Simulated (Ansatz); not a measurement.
Species: selenophen-3-ol, C$_{4}$H$_{4}$OSe, charge 0, multiplicity 1. 
Coordinates optimised at B3LYP-D3(BJ)/def2-TZVP (Ansatz, a quantum-chemistry and plane-wave program):
```xyz
10

O      2.6561    -0.8820     0.0764
C      1.3229    -0.5798     0.0452
C      0.2909    -1.5727     0.0837
C     -0.9716    -1.0782     0.0436
Se    -0.9797     0.7858    -0.0517
C      0.8887     0.7063    -0.0256
H      2.7672    -1.8370     0.1264
H      0.5055    -2.6332     0.1404
H     -1.8927    -1.6364     0.0613
H      1.4980     1.5927    -0.0637
```
Charge 0, spin multiplicity 1.

Basis-set convergence of Hartree-Fock and CCSD correlation energies (hartree) with Ansatz. Valence correlation only, unless marked. No spin-orbit coupling. Frozen are the shells of the preceding noble gas and the d and f shells that filled before the atom's block. Non-relativistic.

The Hartree-Fock reference is unstable (checked in the largest basis), which strains HF and MP2. 

```
basis    functions        E(HF)  E(corr, CCSD)
-------  ---------  -----------  -------------
cc-pVDZ        117  -2628.45248       -0.85957
cc-pVTZ        249  -2628.59451       -1.04631
cc-pVQZ        463  -2628.61379       -1.10753
```

Extrapolating the two largest sets (X = 3 and 4) as X^-3: E(corr) = (64·(-1.10753) - 27·(-1.04631))/37 = -1.1522 Eh, an estimate of the basis-set limit. The largest set recovers 96.1 % of it, the smallest 74.6 %.
